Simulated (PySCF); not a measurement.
C₈H₄F₆, SMILES c1c(cccc1C(F)(F)F)C(F)(F)F, GFN2-xTB optimised geometry.

```
18

F     -2.09    -2.85     1.29
C     -0.95    -2.69     1.98
F      0.00    -3.37     1.32
F     -1.12    -3.32     3.15
C     -0.60    -1.23     2.15
C     -0.77    -0.59     3.37
C     -0.46     0.75     3.48
C      0.02     1.45     2.39
C      0.19     0.80     1.18
C      0.74     1.56     0.00
F      2.09     1.56     0.00
F      0.37     2.85     0.00
F      0.36     1.05    -1.18
C     -0.12    -0.54     1.04
H     -1.15    -1.15     4.21
H     -0.59     1.25     4.43
H      0.27     2.50     2.48
H      0.02    -1.05     0.10
```

Density from PBE0/def2-SVP in PySCF at that geometry.

Minimum of the electron density along straight lines between bonded atoms, close to the bond critical point (lines longer than 1.1 times the sum of covalent radii, or with two minima, are not listed):

```json
[
 {"bond": "F1–C2", "length / Å": "1.345", "ρ at the minimum / e bohr⁻³": "0.274", "∇²ρ there / e bohr⁻⁵": "-0.26", "position (fraction from the first atom)": "0.66"},
 {"bond": "C2–F3", "length / Å": "1.341", "ρ at the minimum / e bohr⁻³": "0.276", "∇²ρ there / e bohr⁻⁵": "-0.24", "position (fraction from the first atom)": "0.34"},
 {"bond": "C2–F4", "length / Å": "1.339", "ρ at the minimum / e bohr⁻³": "0.277", "∇²ρ there / e bohr⁻⁵": "-0.21", "position (fraction from the first atom)": "0.34"},
 {"bond": "C2–C5", "length / Å": "1.506", "ρ at the minimum / e bohr⁻³": "0.269", "∇²ρ there / e bohr⁻⁵": "-0.70", "position (fraction from the first atom)": "0.53"},
 {"bond": "C5–C6", "length / Å": "1.388", "ρ at the minimum / e bohr⁻³": "0.309", "∇²ρ there / e bohr⁻⁵": "-0.78", "position (fraction from the first atom)": "0.51"},
 {"bond": "C6–C7", "length / Å": "1.385", "ρ at the minimum / e bohr⁻³": "0.312", "∇²ρ there / e bohr⁻⁵": "-0.80", "position (fraction from the first atom)": "0.50"},
 {"bond": "C7–C8", "length / Å": "1.384", "ρ at the minimum / e bohr⁻³": "0.313", "∇²ρ there / e bohr⁻⁵": "-0.80", "position (fraction from the first atom)": "0.50"},
 {"bond": "C8–C9", "length / Å": "1.389", "ρ at the minimum / e bohr⁻³": "0.308", "∇²ρ there / e bohr⁻⁵": "-0.78", "position (fraction from the first atom)": "0.50"},
 {"bond": "C9–C10", "length / Å": "1.506", "ρ at the minimum / e bohr⁻³": "0.269", "∇²ρ there / e bohr⁻⁵": "-0.70", "position (fraction from the first atom)": "0.47"},
 {"bond": "C10–F11", "length / Å": "1.346", "ρ at the minimum / e bohr⁻³": "0.274", "∇²ρ there / e bohr⁻⁵": "-0.27", "position (fraction from the first atom)": "0.34"},
 {"bond": "C10–F12", "length / Å": "1.341", "ρ at the minimum / e bohr⁻³": "0.276", "∇²ρ there / e bohr⁻⁵": "-0.23", "position (fraction from the first atom)": "0.34"},
 {"bond": "C10–F13", "length / Å": "1.338", "ρ at the minimum / e bohr⁻³": "0.277", "∇²ρ there / e bohr⁻⁵": "-0.21", "position (fraction from the first atom)": "0.34"},
 {"bond": "C5–C14", "length / Å": "1.388", "ρ at the minimum / e bohr⁻³": "0.309", "∇²ρ there / e bohr⁻⁵": "-0.78", "position (fraction from the first atom)": "0.50"},
 {"bond": "C9–C14", "length / Å": "1.386", "ρ at the minimum / e bohr⁻³": "0.310", "∇²ρ there / e bohr⁻⁵": "-0.78", "position (fraction from the first atom)": "0.50"},
 {"bond": "C6–H15", "length / Å": "1.079", "ρ at the minimum / e bohr⁻³": "0.286", "∇²ρ there / e bohr⁻⁵": "-1.12", "position (fraction from the first atom)": "0.64"},
 {"bond": "C7–H16", "length / Å": "1.078", "ρ at the minimum / e bohr⁻³": "0.286", "∇²ρ there / e bohr⁻⁵": "-1.11", "position (fraction from the first atom)": "0.64"},
 {"bond": "C8–H17", "length / Å": "1.079", "ρ at the minimum / e bohr⁻³": "0.286", "∇²ρ there / e bohr⁻⁵": "-1.12", "position (fraction from the first atom)": "0.64"},
 {"bond": "C14–H18", "length / Å": "1.080", "ρ at the minimum / e bohr⁻³": "0.286", "∇²ρ there / e bohr⁻⁵": "-1.13", "position (fraction from the first atom)": "0.64"}
]
```
